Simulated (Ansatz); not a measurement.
Cost and result up the ladder for SnS2 (3 atoms). Charge 0, multiplicity 1. Geometry: r2SCAN-D4/def2-TZVP.

```xyz
3

Sn   -0.4706   -0.6544    1.1831
S    -0.0390   -0.5392   -1.1800
S     0.5096    1.1936   -0.0032
```

Ansatz on 4 threads of Arm Neoverse V2 on a shared host. Times are rough, and most runs start from the orbitals of an earlier one. CAM-B3LYP-D4/def2-TZVP serves as the yardstick here, not as an exact answer. Differences are given only for rows in sets of like size (and for xTB, whose basis is part of the method), since another set adds its own error. Binding counts from free atoms at the same level (Sn triplet, S triplet; other spins of the atoms weren't run), without zero-point energy or a counterpoise term.

In the def2 sets Sn takes a core potential, while STO-3G treats all electrons; there is no spin–orbit coupling. LC-ωPBE has ω = 0.4 bohr⁻¹. HSE06 is defined as in plane-wave codes, on full-range PBE exchange. Correlated methods freeze 14 core orbitals; core or outer-core shells of Sn are correlated, in sets that lack core-valence functions. The structure comes from a short search, and lower isomers may exist.

Correlated methods converge slowly with the basis.

```tsv
level	functions	wall time	binding energy per atom (eV)	difference from CAM-B3LYP-D4/def2-TZVP (eV)
HF/STO-3G	45	0.2 s	1.75	–
PBE0-D4/def2-SVP	62	0.45 s	2.55	–
PBE-D4/def2-TZVP	124	0.7 s	2.85	0.33
MP2/def2-TZVP	124	0.75 s	2.61	0.08
LC-ωPBE/def2-TZVP	124	0.9 s	2.46	-0.07
HSE06-D4/def2-TZVP	124	0.95 s	2.68	0.16
CAM-B3LYP-D4/def2-TZVP	124	1.1 s	2.53	0.00
PBE0-D4/def2-TZVPD	148	1.2 s	2.68	0.16
RPA@PBE/def2-TZVP	124	1.4 s	2.29	-0.23
PBE0-D4/def2-TZVP	124	1.4 s	2.68	0.15
B2PLYP/def2-TZVP	124	1.6 s	2.56	0.04
r2SCAN-D4/def2-TZVP (with forces)	124	1.9 s	2.70	0.17
r2SCAN-D4/def2-TZVPD	148	1.9 s	2.70	0.18
CCSD(T)/def2-TZVPD	148	4.9 s	2.49	-0.03
```
